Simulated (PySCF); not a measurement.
CH₇GaOP₂, SMILES C[O][Ga]([PH2])[PH2].

Geometry optimised at PBE-D3(BJ)/def2-SVP. The values are those of a single conformer.

Level of theory: PBE-D3(BJ)/def2-SVP in PySCF.

Frequencies are harmonic and unscaled.

```csv
mode,ν (cm⁻¹),IR (km/mol),moving atoms (share of kinetic energy)
1,47,3.2,"H 68 %, P 20 %, C 9 %"
2,78,4.3,"P 48 %, H 32 %, Ga 15 %"
3,80,1.7,"H 73 %, P 9 %"
4,87,0.5,"H 35 %, Ga 29 %, P 20 %, C 14 %"
5,91,2.2,"H 67 %, P 11 %, C 9 %, Ga 9 %"
6,110,0.9,"H 54 %, C 20 %, P 17 %"
7,137,12.3,"O 52 %, Ga 20 %, H 17 %"
8,247,9.8,"O 35 %, C 28 %, H 18 %, P 15 %"
9,292,1.4,"P 77 %, Ga 10 %"
10,370,39.4,"P 47 %, Ga 46 %"
11,523,0.4,"H 91 %, P 8 %"
12,570,22.8,"H 61 %, O 20 %, Ga 9 %"
13,587,37.7,"H 38 %, O 36 %, Ga 14 %"
14,611,9.1,H 94 %
15,642,1.1,H 93 %
16,1042,8.7,H 97 %
17,1047,27.1,H 96 %
18,1095,188.3,"O 42 %, C 40 %, H 18 %"
19,1132,0.1,"H 76 %, C 19 %"
20,1155,32.0,"H 60 %, C 23 %, O 17 %"
21,1410,0.3,H 97 %
22,1419,29.1,"H 89 %, C 10 %"
23,1424,9.1,H 96 %
24,2309,23.2,H 97 %
25,2314,31.0,H 97 %
26,2331,36.2,H 97 %
27,2336,38.5,H 97 %
28,2891,94.4,H 97 %
29,2967,63.4,"H 91 %, C 9 %"
30,2988,35.7,"H 90 %, C 10 %"
```
